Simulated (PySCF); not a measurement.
CH4ClFOSi, SMILES O(C)[SiH](F)Cl.

Coordinates come from a B3LYP-D3(BJ)/def2-SVP optimisation. One conformer was computed; it need not be the lowest.

Calculation: TDDFT-PBE/def2-SVPD in PySCF.

Vertical excitations. Gas-phase values at a fixed geometry.

Computed lowest excited states:
```
state  energy (eV)  λ (nm)      f                                                main pairs
-----  -----------  ------  -----  --------------------------------------------------------
S1            7.01     177  0.010                                            HOMO→LUMO 98 %
S2            7.30     170  0.009                                          HOMO→LUMO+1 94 %
S3            7.44     167  0.012                        HOMO→LUMO+2 71 %, HOMO−1→LUMO 22 %
S4            7.53     165  0.043                        HOMO−1→LUMO 70 %, HOMO→LUMO+2 21 %
S5            7.71     161  0.013                                        HOMO−1→LUMO+1 91 %
S6            7.85     158  0.001                      HOMO−1→LUMO+2 79 %, HOMO−2→LUMO 16 %
S7            7.90     157  0.015  HOMO−2→LUMO 66 %, HOMO−1→LUMO+2 14 %, HOMO−2→LUMO+1 13 %
S8            7.98     155  0.012                                          HOMO→LUMO+3 93 %
S9            8.02     155  0.009                                          HOMO−3→LUMO 81 %
S10           8.08     153  0.035                      HOMO−2→LUMO+1 71 %, HOMO−2→LUMO 12 %
T1            6.87     181      0                                            HOMO→LUMO 97 %
T2            7.06     176      0                                          HOMO→LUMO+1 87 %
T3            7.10     175      0                                          HOMO→LUMO+2 85 %
T4            7.26     171      0                                          HOMO−1→LUMO 94 %
```
Triplets are in the Tamm–Dancoff approximation, which puts them higher than full response would, so one can lie above its singlet here.
